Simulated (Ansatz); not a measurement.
Species: CuI (charge 0, triplet). The spin state was set by rule; other spins were not relaxed. SMILES of the parent species: [Cu][I]
Geometry from a B3LYP-D3(BJ)/def2-TZVP (Ansatz, a program for electronic structure) optimisation:
```
Cu
I 1 2.5641
```
Charge 0, spin multiplicity 3.

Quantity: atomisation energy (electronic, to ground-state atoms), in eV. Cores are frozen in the correlated levels unless marked. UHF or UKS for open shells. No spin-orbit coupling. Frozen are the shells of the preceding noble gas and the d and f shells that filled before the atom's block. Past Kr the def2 sets carry scalar-relativistic core potentials. The coupled-cluster limit lacks core correlation, which all-electron functionals hold. CBS(X,Y): correlation extrapolated as X^-3; Hartree-Fock from the larger set. [CCSD(T)-MP2]/basis is that difference in the basis named.

The T1 diagnostic of CCSD in the largest basis is 0.052, which is high, so the coupled-cluster rows are less sure than usual.

```
level                                                                 program  atomisation energy (eV)
-------------------------------------------------------------  --------------  -----------------------
PBE-D4/def2-TZVPD                                              Ansatz + dftd4                     1.02
r2SCAN/def2-TZVPD                                                      Ansatz                        ?
PBE0/def2-QZVPP                                                        Ansatz                     0.62
CAM-B3LYP-D3(BJ)/def2-TZVPD                                    Ansatz + dftd3                     0.38
CAM-B3LYP/def2-TZVPD                                                   Ansatz                     0.33
wB97M-V/def2-TZVPD                                                     Ansatz                        ?
B2GP-PLYP/def2-TZVPD                                                   Ansatz                    -0.11
B2PLYP-D3(BJ)/def2-TZVPD                                       Ansatz + dftd3                        ?
RPA@PBE/def2-TZVPP                                                     Ansatz                     0.66
RI-MP2/CBS(def2-TZVPPD,def2-QZVPPD)+[CCSD(T)-MP2]/def2-TZVPPD          Ansatz                     0.28
```

**Question.** What belongs in the gaps?

**Answer.** 
- r2SCAN/def2-TZVPD, atomisation energy (eV): 1.06
- wB97M-V/def2-TZVPD, atomisation energy (eV): 0.34
- B2PLYP-D3(BJ)/def2-TZVPD, atomisation energy (eV): -0.04
